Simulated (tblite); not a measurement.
Record of a relaxation.

Compound: neopentyl bromide, C5H11Br.
SMILES with atom numbers: `[CH3:1][C:2]([CH3:3])([CH3:4])[CH2:5][Br:6]` (hydrogens: H7, H8, H9 on C1; H10, H11, H12 on C3; H13, H14, H15 on C4; H16, H17 on C5)

Computed with GFN2-xTB (tblite), gas phase: L-BFGS steps from a force-field or distance-geometry start until the largest atomic force falls under 0.01 eV/Å. 8 of its 38 geometries are shown.

Step 0: E = -555.3847 eV, largest atomic force 0.847 eV/Å
```
atom  x, y, z in Å  |  force x, y, z in eV/Å
C1     -0.276   -1.228   -0.920   -0.369  -0.065  -0.067
C2     -0.008   -0.006   -0.019    0.393  -0.292   0.039
C3     -1.023    1.080   -0.340   -0.778   0.306  -0.137
C4      1.413    0.508   -0.331    0.092  -0.012   0.459
C5     -0.130   -0.490    1.456   -0.077   0.047  -0.611
Br6     0.186    0.901    2.773    0.049   0.144  -0.024
H7     -0.211   -0.952   -1.982    0.031  -0.036   0.429
H8      0.438   -2.029   -0.729   -0.010   0.097  -0.004
H9     -1.286   -1.627   -0.746    0.297   0.134  -0.026
H10    -0.840    2.011    0.206    0.091  -0.265  -0.014
H11    -1.016    1.327   -1.413    0.112  -0.155   0.398
H12    -2.053    0.754   -0.095    0.503   0.077  -0.073
H13     1.644    1.422    0.232   -0.158  -0.232  -0.147
H14     1.528    0.723   -1.393   -0.134   0.000   0.112
H15     2.167   -0.239   -0.060   -0.188   0.087  -0.051
H16    -1.136   -0.867    1.673    0.155   0.090  -0.173
H17     0.594   -1.276    1.678   -0.009   0.075  -0.110
```

Step 5: E = -555.4342 eV, largest atomic force 0.186 eV/Å
```
atom  x, y, z in Å  |  force x, y, z in eV/Å
C1     -0.283   -1.229   -0.911   -0.024  -0.037  -0.048
C2     -0.004   -0.009   -0.028    0.045  -0.048   0.085
C3     -1.031    1.079   -0.337   -0.047   0.031  -0.020
C4      1.408    0.501   -0.315    0.039   0.031  -0.008
C5     -0.127   -0.482    1.419   -0.003   0.045   0.180
Br6     0.192    0.915    2.754    0.010   0.025  -0.113
H7     -0.207   -0.948   -1.956   -0.003   0.023  -0.091
H8      0.437   -2.022   -0.727    0.032  -0.042   0.055
H9     -1.282   -1.621   -0.740   -0.031  -0.011   0.042
H10    -0.827    1.991    0.217    0.039  -0.015   0.068
H11    -1.004    1.317   -1.396    0.007   0.032  -0.045
H12    -2.039    0.747   -0.092    0.008  -0.029   0.022
H13     1.625    1.413    0.236   -0.043  -0.006   0.089
H14     1.509    0.723   -1.372    0.005   0.030  -0.100
H15     2.158   -0.244   -0.056   -0.030  -0.027   0.038
H16    -1.126   -0.855    1.640   -0.076   0.010  -0.077
H17     0.594   -1.263    1.654    0.070  -0.012  -0.079
```

Step 11: E = -555.4407 eV, largest atomic force 0.052 eV/Å
```
atom  x, y, z in Å  |  force x, y, z in eV/Å
C1     -0.283   -1.234   -0.913    0.002  -0.002   0.009
C2     -0.003   -0.013   -0.029   -0.013   0.006  -0.022
C3     -1.030    1.078   -0.336    0.027  -0.019   0.012
C4      1.407    0.503   -0.315   -0.014  -0.014   0.008
C5     -0.128   -0.482    1.420    0.015   0.036  -0.015
Br6     0.196    0.932    2.731   -0.007  -0.020  -0.041
H7     -0.209   -0.950   -1.960   -0.001  -0.033  -0.014
H8      0.436   -2.026   -0.719    0.006  -0.010  -0.011
H9     -1.282   -1.622   -0.733   -0.024  -0.013  -0.002
H10    -0.819    1.981    0.232   -0.001   0.007   0.019
H11    -1.002    1.325   -1.394   -0.004   0.031  -0.003
H12    -2.034    0.742   -0.088   -0.032  -0.006   0.000
H13     1.613    1.407    0.254    0.000   0.004  -0.001
H14     1.510    0.730   -1.374    0.019   0.025   0.042
H15     2.150   -0.247   -0.051    0.021  -0.009  -0.013
H16    -1.134   -0.850    1.625    0.049   0.002   0.016
H17     0.604   -1.261    1.640   -0.041   0.017   0.017
```

Step 16: E = -555.4426 eV, largest atomic force 0.035 eV/Å
```
atom  x, y, z in Å  |  force x, y, z in eV/Å
C1     -0.284   -1.239   -0.916   -0.006  -0.003   0.002
C2     -0.004   -0.015   -0.037    0.002   0.000   0.002
C3     -1.030    1.078   -0.334   -0.005   0.001  -0.004
C4      1.407    0.503   -0.313    0.009  -0.003   0.001
C5     -0.126   -0.478    1.414   -0.001  -0.005   0.003
Br6     0.198    0.941    2.711    0.006   0.020   0.028
H7     -0.212   -0.966   -1.966    0.001  -0.010   0.005
H8      0.434   -2.032   -0.717    0.000   0.002  -0.009
H9     -1.284   -1.627   -0.731   -0.005  -0.004  -0.007
H10    -0.818    1.975    0.244   -0.011  -0.008   0.005
H11    -1.004    1.341   -1.389    0.003   0.004   0.001
H12    -2.036    0.740   -0.089   -0.001   0.002  -0.013
H13     1.609    1.402    0.265    0.004  -0.002   0.004
H14     1.521    0.744   -1.367   -0.009   0.010  -0.001
H15     2.151   -0.248   -0.053    0.007  -0.012  -0.007
H16    -1.129   -0.849    1.627   -0.012   0.007  -0.007
H17     0.600   -1.258    1.642    0.016   0.001  -0.003
```

Step 21: E = -555.4429 eV, largest atomic force 0.023 eV/Å
```
atom  x, y, z in Å  |  force x, y, z in eV/Å
C1     -0.285   -1.241   -0.916    0.001  -0.004  -0.005
C2     -0.004   -0.016   -0.037    0.001  -0.002   0.006
C3     -1.030    1.078   -0.335   -0.011   0.007  -0.003
C4      1.408    0.502   -0.313   -0.002   0.004  -0.002
C5     -0.126   -0.477    1.414    0.001   0.012   0.009
Br6     0.199    0.945    2.714   -0.005  -0.020  -0.010
H7     -0.213   -0.970   -1.966   -0.002   0.013  -0.002
H8      0.434   -2.033   -0.719   -0.001  -0.006   0.011
H9     -1.286   -1.629   -0.732    0.008   0.003   0.005
H10    -0.821    1.972    0.248   -0.004  -0.001   0.003
H11    -1.003    1.345   -1.388    0.012  -0.001   0.002
H12    -2.037    0.739   -0.094    0.006  -0.009  -0.011
H13     1.610    1.399    0.268    0.006  -0.012   0.008
H14     1.520    0.749   -1.366   -0.004   0.000  -0.008
H15     2.153   -0.250   -0.056   -0.009   0.003  -0.012
H16    -1.129   -0.846    1.626    0.008   0.004   0.006
H17     0.603   -1.256    1.642   -0.005   0.008   0.004
```

Step 26: E = -555.4434 eV, largest atomic force 0.024 eV/Å
```
atom  x, y, z in Å  |  force x, y, z in eV/Å
C1     -0.285   -1.242   -0.915    0.001   0.012   0.013
C2     -0.004   -0.016   -0.037   -0.001   0.007  -0.005
C3     -1.032    1.077   -0.336    0.017  -0.012   0.001
C4      1.408    0.501   -0.315    0.000  -0.003  -0.003
C5     -0.125   -0.472    1.416   -0.003  -0.018  -0.012
Br6     0.200    0.946    2.717    0.003   0.023  -0.004
H7     -0.214   -0.972   -1.966    0.008   0.003   0.011
H8      0.432   -2.036   -0.717    0.003   0.016   0.003
H9     -1.285   -1.631   -0.732   -0.008   0.006   0.010
H10    -0.830    1.967    0.256   -0.005   0.002  -0.002
H11    -0.994    1.352   -1.387    0.008   0.007  -0.005
H12    -2.038    0.733   -0.109   -0.008  -0.008  -0.004
H13     1.617    1.389    0.278   -0.001   0.010  -0.007
H14     1.515    0.759   -1.366   -0.004   0.010   0.007
H15     2.151   -0.255   -0.070    0.000  -0.018  -0.011
H16    -1.128   -0.839    1.628   -0.003  -0.018   0.007
H17     0.605   -1.248    1.645   -0.007  -0.020   0.000
```

Step 32: E = -555.4440 eV, largest atomic force 0.019 eV/Å
```
atom  x, y, z in Å  |  force x, y, z in eV/Å
C1     -0.286   -1.242   -0.910   -0.002  -0.008  -0.005
C2     -0.004   -0.015   -0.036    0.001  -0.002   0.006
C3     -1.031    1.075   -0.339   -0.014   0.013   0.000
C4      1.408    0.500   -0.317    0.005   0.003   0.004
C5     -0.124   -0.470    1.418   -0.001   0.001   0.006
Br6     0.201    0.954    2.715    0.000  -0.005  -0.010
H7     -0.213   -0.972   -1.961   -0.004  -0.004  -0.002
H8      0.432   -2.035   -0.712    0.006  -0.003   0.005
H9     -1.286   -1.630   -0.726    0.000   0.004  -0.001
H10    -0.846    1.959    0.267   -0.004   0.004   0.002
H11    -0.977    1.365   -1.386    0.002  -0.007   0.005
H12    -2.040    0.721   -0.133    0.004   0.007  -0.005
H13     1.626    1.377    0.288    0.009  -0.003   0.003
H14     1.507    0.778   -1.363   -0.008  -0.002  -0.005
H15     2.148   -0.267   -0.096    0.006   0.006   0.002
H16    -1.127   -0.838    1.634   -0.002  -0.001  -0.004
H17     0.605   -1.247    1.648    0.002  -0.002   0.000
```

Step 37: E = -555.4441 eV, largest atomic force 0.004 eV/Å
```
atom  x, y, z in Å  |  force x, y, z in eV/Å
C1     -0.286   -1.243   -0.910    0.000   0.003   0.001
C2     -0.004   -0.015   -0.035    0.000   0.001   0.000
C3     -1.032    1.076   -0.339    0.003  -0.003   0.000
C4      1.408    0.500   -0.317   -0.001   0.000   0.000
C5     -0.124   -0.470    1.418    0.000   0.000  -0.001
Br6     0.201    0.954    2.713    0.000  -0.001   0.001
H7     -0.214   -0.972   -1.960    0.001  -0.003  -0.001
H8      0.433   -2.035   -0.711   -0.003   0.001   0.001
H9     -1.286   -1.629   -0.725    0.002  -0.003   0.002
H10    -0.849    1.960    0.268    0.000  -0.001  -0.001
H11    -0.974    1.365   -1.385    0.002   0.003  -0.001
H12    -2.041    0.721   -0.137   -0.002   0.002   0.002
H13     1.629    1.375    0.290    0.000   0.001   0.000
H14     1.504    0.780   -1.363   -0.001   0.000   0.001
H15     2.149   -0.267   -0.099    0.000   0.001  -0.001
H16    -1.127   -0.839    1.633    0.000  -0.001  -0.001
H17     0.605   -1.248    1.648   -0.001   0.000  -0.001
```

Task: Summarise the path.

Result: The energy falls by 0.0594 eV from step 0 to step 37; nine tenths of that is first reached at step 7. It falls at every step. The largest force goes from 0.847 to 0.004 eV/Å. Among the bonds C2–C5 changes most, from 1.557 to 1.528 Å; the atoms move by 0.050 Å rms after alignment.

What follows is the cost of the whole relaxation. On one thread, Arm Neoverse V1 (aarch64), shared host, this took 0.22 s of wall time.
